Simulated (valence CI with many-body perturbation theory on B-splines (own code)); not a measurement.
# Dy⁶⁰⁺: electric-dipole lines

Calculated by configuration interaction combined with many-body perturbation theory (CI+MBPT): four valence electrons over a frozen Dirac-Fock core [He], a basis of 11 s, 11 p, 9 d, 7 f, 5 g, 2 h, 1 i functions for each j, with the one-electron correlation potential Σ1, the two-electron term Σ2, the three-electron term Σ3, Breit, model QED; selected CI, second order for the rest (own B-spline code, finite nucleus).

The last digits are not significant, and no measured levels were compared; by estimate large intervals hold to a few tenths of a per cent, small ones and those within an open d or f shell to about a per cent. Among the levels kept, up to 290 cm⁻¹ of a level comes from second order outside the variational space, and about a tenth of that is noise between levels of different J, which matters for small intervals.

Lines 101 to 150 of 250 in falling wavelength, among levels below 76998 × 10³ cm⁻¹, chosen from the strongest by gf and those to the six lowest levels. Wavelengths and rates use the calculated energies. Electric multipoles are in the length gauge, E1 and E2 with the static RPA response of the core. Weak lines are less certain than strong ones. Lines between different terms over intervals too small for the method are left out, as are lines whose strength nearly cancels. The highest levels of a list are the least certain.

Levels are named by their leading jj configuration (3d3/2^4 stands for four electrons in 3d with j = 3/2), which in mixed levels can hold well under half, so a name can repeat and another be missing. Letters in brackets count levels of one name in rising energy.

| λ vac (nm) | Upper | Lower | A (s⁻¹) | S (a.u.) with core polarisation | S without |
| --- | --- | --- | --- | --- | --- |
| 0.1737 | (2s^2 2p3/2 3s) J=2 | (2s^2 2p3/2^2) J=2 | 6.72e+13 | 8.70e-04 | 8.69e-04 |
| 0.1737 | (2s^2 2p1/2 3s) J=1 | (2s^2 2p1/2 2p3/2) J=1 | 2.08e+13 | 1.61e-04 | 1.61e-04 |
| 0.1735 | (2s^2 2p3/2 3s) J=1 | (2s^2 2p3/2^2) J=2 | 1.11e+14 | 8.58e-04 | 8.56e-04 |
| 0.1715 | (2s^2 2p1/2 3p3/2) J=1 | (2s 2p1/2^2 2p3/2) J=2 | 2.05e+12 | 1.53e-05 | 1.53e-05 |
| 0.1667 | (2s 2p1/2^2 3d3/2) J=1 | (2s 2p1/2^2 2p3/2) J=1 | 1.15e+14 | 7.88e-04 | 7.88e-04 |
| 0.1666 | (2s 2p1/2^2 3d3/2) J=2 | (2s 2p1/2^2 2p3/2) J=1 | 2.13e+12 | 2.43e-05 | 2.43e-05 |
| 0.1659 | (2s 2p1/2 2p3/2 3d5/2) J=2 [a] | (2s 2p1/2 2p3/2^2) J=1 [a] | 7.39e+13 | 8.32e-04 | 8.33e-04 |
| 0.1654 | (2s 2p1/2 2p3/2 3d3/2) J=1 [c] | (2s 2p1/2 2p3/2^2) J=1 [b] | 1.17e+14 | 7.84e-04 | 7.85e-04 |
| 0.1652 | (2s 2p1/2 2p3/2 3d5/2) J=3 [b] | (2s 2p1/2 2p3/2^2) J=2 [b] | 7.70e+13 | 1.20e-03 | 1.20e-03 |
| 0.1652 | (2s 2p1/2 2p3/2 3d3/2) J=2 [a] | (2s 2p1/2 2p3/2^2) J=2 [a] | 7.56e+13 | 8.40e-04 | 8.41e-04 |
| 0.1652 | (2s 2p1/2 2p3/2 3d5/2) J=1 [a] | (2s 2p1/2 2p3/2^2) J=0 | 2.61e+14 | 1.74e-03 | 1.74e-03 |
| 0.1651 | (2s 2p1/2 2p3/2 3d3/2) J=1 [a] | (2s 2p1/2 2p3/2^2) J=2 [a] | 1.18e+14 | 7.86e-04 | 7.87e-04 |
| 0.1650 | (2s 2p1/2^2 3d3/2) J=1 | (2s 2p1/2^2 2p3/2) J=2 | 2.74e+13 | 1.82e-04 | 1.82e-04 |
| 0.1650 | (2s 2p1/2 2p3/2 3d3/2) J=3 [b] | (2s 2p1/2 2p3/2^2) J=3 | 4.81e+13 | 7.47e-04 | 7.47e-04 |
| 0.1650 | (2s 2p1/2 2p3/2 3d5/2) J=2 [b] | (2s 2p1/2 2p3/2^2) J=1 [b] | 2.33e+14 | 2.58e-03 | 2.58e-03 |
| 0.1649 | (2s^2 2p1/2 3d3/2) J=2 | (2s^2 2p1/2 2p3/2) J=2 | 1.49e+14 | 1.65e-03 | 1.66e-03 |
| 0.1649 | (2s 2p1/2^2 3d3/2) J=2 | (2s 2p1/2^2 2p3/2) J=2 | 1.79e+14 | 1.98e-03 | 1.99e-03 |
| 0.1649 | (2s 2p1/2 2p3/2 3d5/2) J=2 [b] | (2s 2p1/2 2p3/2^2) J=2 [b] | 3.89e+14 | 4.30e-03 | 4.30e-03 |
| 0.1648 | (2s 2p1/2 2p3/2 3d3/2) J=2 [b] | (2s 2p1/2 2p3/2^2) J=3 | 1.07e+14 | 1.18e-03 | 1.18e-03 |
| 0.1647 | (2s 2p1/2 2p3/2 3d5/2) J=1 [b] | (2s 2p1/2 2p3/2^2) J=1 [b] | 5.57e+14 | 3.68e-03 | 3.69e-03 |
| 0.1647 | (2s 2p1/2 2p3/2 3d5/2) J=1 [b] | (2s 2p1/2 2p3/2^2) J=2 [b] | 2.12e+14 | 1.40e-03 | 1.40e-03 |
| 0.1647 | (2s 2p1/2^2 3d5/2) J=2 | (2s 2p1/2^2 2p3/2) J=1 | 8.22e+14 | 9.05e-03 | 9.06e-03 |
| 0.1646 | (2s^2 2p1/2 3d3/2) J=2 | (2s^2 2p1/2 2p3/2) J=1 | 1.60e+13 | 1.76e-04 | 1.76e-04 |
| 0.1645 | (2s 2p1/2 2p3/2 3d3/2) J=1 [d] | (2s 2p1/2 2p3/2^2) J=0 | 3.59e+14 | 2.37e-03 | 2.37e-03 |
| 0.1644 | (2s^2 2p1/2 3d3/2) J=1 | (2s^2 2p1/2 2p3/2) J=2 | 2.53e+13 | 1.67e-04 | 1.67e-04 |
| 0.1643 | (2s^2 2p3/2 3d3/2) J=2 | (2s^2 2p3/2^2) J=2 | 6.80e+13 | 7.45e-04 | 7.46e-04 |
| 0.1642 | (2s^2 2p3/2 3d3/2) J=3 | (2s^2 2p3/2^2) J=2 | 6.87e+12 | 1.05e-04 | 1.05e-04 |
| 0.1641 | (2s^2 2p3/2 3d3/2) J=1 | (2s^2 2p3/2^2) J=2 | 1.82e+14 | 1.19e-03 | 1.19e-03 |
| 0.1640 | (2s^2 2p1/2 3d3/2) J=1 | (2s^2 2p1/2 2p3/2) J=1 | 1.45e+14 | 9.45e-04 | 9.46e-04 |
| 0.1639 | (2s 2p1/2 2p3/2 3d3/2) J=2 [c] | (2s 2p1/2 2p3/2^2) J=3 | 7.40e+13 | 8.04e-04 | 8.05e-04 |
| 0.1635 | (2s^2 2p3/2 3d5/2) J=1 | (2s^2 2p3/2^2) J=0 | 9.23e+14 | 5.97e-03 | 5.97e-03 |
| 0.1634 | (2s 2p1/2 2p3/2 3d5/2) J=3 [b] | (2s 2p1/2 2p3/2^2) J=3 | 7.21e+14 | 1.09e-02 | 1.09e-02 |
| 0.1634 | (2s 2p1/2 2p3/2 3d5/2) J=2 [a] | (2s 2p1/2 2p3/2^2) J=2 [a] | 4.85e+14 | 5.22e-03 | 5.22e-03 |
| 0.1634 | (2s 2p1/2^2 3d5/2) J=3 | (2s 2p1/2^2 2p3/2) J=2 | 9.20e+14 | 1.39e-02 | 1.39e-02 |
| 0.1633 | (2s 2p1/2 2p3/2 3d5/2) J=4 [b] | (2s 2p1/2 2p3/2^2) J=3 | 1.21e+15 | 2.34e-02 | 2.34e-02 |
| 0.1632 | (2s^2 2p1/2 3d5/2) J=2 | (2s^2 2p1/2 2p3/2) J=2 | 1.01e+14 | 1.08e-03 | 1.08e-03 |
| 0.1632 | (2s 2p1/2 2p3/2 3d5/2) J=3 [a] | (2s 2p1/2 2p3/2^2) J=2 [a] | 1.25e+15 | 1.87e-02 | 1.87e-02 |
| 0.1631 | (2s 2p1/2 2p3/2 3d5/2) J=2 [b] | (2s 2p1/2 2p3/2^2) J=3 | 7.17e+13 | 7.68e-04 | 7.68e-04 |
| 0.1631 | (2s^2 2p1/2 3d5/2) J=3 | (2s^2 2p1/2 2p3/2) J=2 | 9.24e+14 | 1.38e-02 | 1.39e-02 |
| 0.1630 | (2s 2p1/2 2p3/2 3d3/2) J=2 [c] | (2s 2p1/2 2p3/2^2) J=2 [a] | 1.18e+14 | 1.26e-03 | 1.26e-03 |
| 0.1630 | (2s 2p1/2^2 3d5/2) J=2 | (2s 2p1/2^2 2p3/2) J=2 | 6.06e+13 | 6.47e-04 | 6.48e-04 |
| 0.1629 | (2s^2 2p3/2 3d5/2) J=2 | (2s^2 2p3/2^2) J=2 | 7.22e+14 | 7.70e-03 | 7.71e-03 |
| 0.1628 | (2s^2 2p1/2 3d5/2) J=2 | (2s^2 2p1/2 2p3/2) J=1 | 8.60e+14 | 9.16e-03 | 9.17e-03 |
| 0.1626 | (2s 2p1/2 2p3/2 3p3/2) J=3 [a] | (2s^2 2p3/2^2) J=2 | 6.30e+14 | 9.36e-03 | 9.37e-03 |
| 0.1625 | (2s 2p1/2 2p3/2 3d5/2) J=3 [b] | (2s 2p1/2 2p3/2^2) J=2 [a] | 1.32e+14 | 1.95e-03 | 1.95e-03 |
| 0.1625 | (2s^2 2p3/2 3d5/2) J=3 | (2s^2 2p3/2^2) J=2 | 9.67e+14 | 1.43e-02 | 1.44e-02 |
| 0.1625 | (2s 2p1/2 2p3/2 3p3/2) J=1 [a] | (2s^2 2p3/2^2) J=2 | 6.43e+12 | 4.09e-05 | 4.09e-05 |
| 0.1625 | (2s 2p1/2 2p3/2 3d3/2) J=2 [d] | (2s 2p1/2 2p3/2^2) J=2 [a] | 8.07e+13 | 8.54e-04 | 8.55e-04 |
| 0.1623 | (2s^2 2p3/2 3d5/2) J=1 | (2s^2 2p3/2^2) J=2 | 7.56e+13 | 4.79e-04 | 4.79e-04 |
| 0.1620 | (2s 2p1/2 2p3/2 3p3/2) J=2 [a] | (2s^2 2p3/2^2) J=2 | 9.00e+12 | 9.45e-05 | 9.45e-05 |
